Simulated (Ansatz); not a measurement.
H₄O₂Sn, SMILES `[OH][SnH2][OH]`. Charge 0, multiplicity 1. Correlated methods include outer-core shells of Sn, which these sets cover unevenly. Sn: def2 effective core potential.

Z-matrix (Å, degrees):
```
Sn
O 1 1.962
O 1 1.962 2 107.3
H 1 1.699 2 111.7 3 112.8
H 1 1.700 2 103.5 3 -118.2
H 2 0.960 1 113.3 3 -61.0
H 3 0.960 1 113.3 2 -60.9
```

**Question.** Give the diagnostics of a CCSD(T)/def2-TZVPP run (frozen core, Ansatz 0.2.0). (Best estimate.)

**Answer.** The calculation gave: T1 = 0.0141, largest single amplitude 0.023, largest double 0.046, (T) share of the correlation energy 3.2 %, 9 CCSD cycles. The RHF solution is stable towards an unrestricted one. T1 lies under the customary mark of 0.02 for closed shells.
